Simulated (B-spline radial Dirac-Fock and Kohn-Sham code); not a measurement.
## Dipole and non-dipole photoemission parameters of As²⁺ 2s

System: arsenic as As²⁺, [Ar] 3d10 4s2 4p1; threshold 1541.6 eV (orbital energy of the model). These are calculated numbers from a B-spline atomic structure program; the model is Dirac-Hartree-Slater photoionisation with a Latter tail; cross sections with all multipoles, angular parameters from the dipole term and its interference with E2.

Input of the calculation (task.json; shells as n, l, electrons):

```json
{"items": [{
  "Z": 33,
  "q": 2,
  "cfg": [[1, 0, 2], [2, 0, 2], [2, 1, 6], [3, 0, 2], [3, 1, 6], [3, 2, 10], [4, 0, 2], [4, 1, 1]],
  "A": 75,
  "rrms": 4.0968,
  "do": "xps",
  "hv": [85.5, 128.0, 140.0, 209.0, 239.0, 297.0, 394.0, 400, 453.0, 526.0, 579.0, 800, 908.0, 976.0, 1253.6, 1480.0, 1960.0, 2000, 4140.0, 5414.7, 5560.0, 6190.0, 6240.0, 7840.0, 8047.8, 10700.0, 11700.0, 12000, 12900.0, 15000]
}]}
```

Command: `python xray2_run.py task.json out`

For linearly polarised light dσ/dΩ = σ/(4π) [1 + β P₂(cos θ) + (δ + γ cos²θ) sin θ cos φ], with θ from the polarisation vector and φ the angle between the beam and the projection of the electron momentum on the plane normal to the polarisation.

```csv
hν (eV),σ (kb),β,γ
1960,58.7,1.998,0.207
2000,56.8,1.998,0.170
4140,15.1,1.999,0.091
5414.7,8.65,1.999,0.335
5560,8.18,1.999,0.363
6190,6.49,1.999,0.483
6240,6.38,1.999,0.493
7840,?,?,?
8047.8,3.61,1.998,0.823
10700,1.86,1.998,1.242
11700,1.50,1.998,1.385
12000,1.41,1.998,1.426
12900,1.18,1.998,1.548
15000,0.815,1.998,1.813
```

Problem. Give the values at 7840 eV.

Solution. σ = 3.84 kb, β = 1.999, γ = 0.787. For an s subshell δ is negligible.
